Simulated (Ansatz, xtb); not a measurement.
Relative energy of two isomers of C3H5Au

Structure a is `C=C[CH2][Au]`, a singlet and structure b is `C/C=[CH]\[Au]`, a singlet. Both are isolated molecules in the gas phase, relaxed with B3LYP-D3(BJ)/def2-SVP, each in the lowest conformer that the search found.

Q: Estimate which is lower in electronic energy at CCSD(T)/def2-TZVP, and by roughly how much.

A: Too close to call at this level: CCSD(T)/def2-TZVP gives E(b) − E(a) = −0.14 kcal/mol.

The same difference at several levels:

| level | geometry | E(b) − E(a) (kcal/mol) | departure from the last row (kcal/mol) | job, with rough time for the two |
| --- | --- | --- | --- | --- |
| GFN2-xTB | GFN2-xTB | +0.74 | +0.88 | optimisation, 0.41 s |
| r2SCAN-D4/def2-SVP | GFN2-xTB | +1.56 | +1.70 | single point, 8.7 s |
| B3LYP-D3(BJ)/def2-SVP | B3LYP-D3(BJ)/def2-SVP | +0.85 | +0.99 | optimisation, 2.8 min |
| HF/def2-TZVP | B3LYP-D3(BJ)/def2-SVP | +1.26 | +1.40 | part of the CCSD(T) run |
| MP2/def2-TZVP | B3LYP-D3(BJ)/def2-SVP | −0.19 | −0.05 | part of the CCSD(T) run |
| CCSD(T)/def2-TZVP | B3LYP-D3(BJ)/def2-SVP | −0.14 |  | single point, 7.6 min |

As drawn, both hold the same kinds of bond in the same numbers. Structure a has 0 methyl groups, b 1.

The largest departure from CCSD(T)/def2-TZVP is that of r2SCAN-D4/def2-SVP, 1.70 kcal/mol.

With harmonic frequencies from B3LYP-D3(BJ)/def2-SVP (ideal gas, rigid rotor, one conformer each, 298.15 K, 1 atm): the zero-point term adds −0.27 kcal/mol; ΔH is −0.32 and ΔG −0.45 kcal/mol.

The T1 diagnostic of structures a and b is large, so the coupled-cluster value is less sure. The correlated steps freeze 3 core orbitals; the last core shell of Au is correlated, in a basis made for valence electrons. Atoms past krypton carry core potentials in the def2 sets and no spin–orbit term is included. Mirror images aren't counted in ΔG. Programs: Ansatz 0.2.0, xtb 6.7.1; the last row on 2 threads of AMD EPYC (Zen 3) on a shared host.
